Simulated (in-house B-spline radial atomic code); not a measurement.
Results of a calculation; reference values are marked as such.
# Sn ion on Al atom: potential, deflection and energy transfer

The pair potential comes from two frozen, spherical free-atom densities (PBE, B-spline radial code, scalar-relativistic past argon): electrostatics plus the change in Thomas-Fermi kinetic and Dirac exchange energy where they overlap, the recipe behind the universal ZBL potential, which averages such potentials (from solid-state densities) over many pairs. It is written V = (Z1 Z2 e²/r) φ(r/a), with e² = 14.3996 eV·Å and a = 0.46850 Å/(Z1^0.23 + Z2^0.23); ZBL's fit is φ = 0.18175 e^(−3.1998x) + 0.50986 e^(−0.94229x) + 0.28022 e^(−0.4029x) + 0.02817 e^(−0.20162x). Where φ falls below 4e-4 it is continued as an exponential.

Masses 118.71 and 26.98 u.

```csv
x = r/a,"φ, this pair","φ, ZBL"
0.1,0.8869,0.8928
0.5,0.6128,0.6096
1.5,0.3044,0.2995
3,0.1356,0.1292
5,0.05477,0.05224
8,0.0178,0.01705
12,0.004969,0.00474
17,0.001279,0.001212
```

(1) At x = 5 the electrostatic, kinetic and exchange parts are 16.96, 1002.06 and -86.11 eV. Find r, V and φ.

(2) The ion comes in at 4.599 keV with impact parameter 0.2198 Å. The scattering integral gives a centre-of-mass angle of 120.8° and a closest approach of 5.402 a. What are the reduced energy, the energy passed on and the laboratory angles?

Answers

(1) a = 0.46850/(2.4590 + 1.8039) = 0.10990 Å, so r = 0.54951 Å. V = 16.96 + 1002.06 + (-86.11) = 932.91 eV. The bare repulsion is 50 × 13 × 14.3996/0.54951 = 17033 eV, so φ = 0.0548, +4.8 % against ZBL's 0.0522. The kinetic (Pauli) term is 107 % of V here, as the other two terms together attract.

(2) ε = E a M2/(Z1 Z2 e² (M1 + M2)) = 4599 × 2.1745e-06 = 0.01. The most that one collision can pass on is γE with γ = 4 M1 M2/(M1 + M2)² = 0.6036. Here T = γE sin²(θ/2) = 0.6036 × 4599 × 0.7563 = 2099 eV. The ion turns by arctan(sin θ/(cos θ + M1/M2)) = 12.5°, and the struck atom leaves at (180° − θ)/2 = 29.6°. The closest approach is 0.594 Å. With ZBL the angle would be 119.98° and T = 2081 eV.
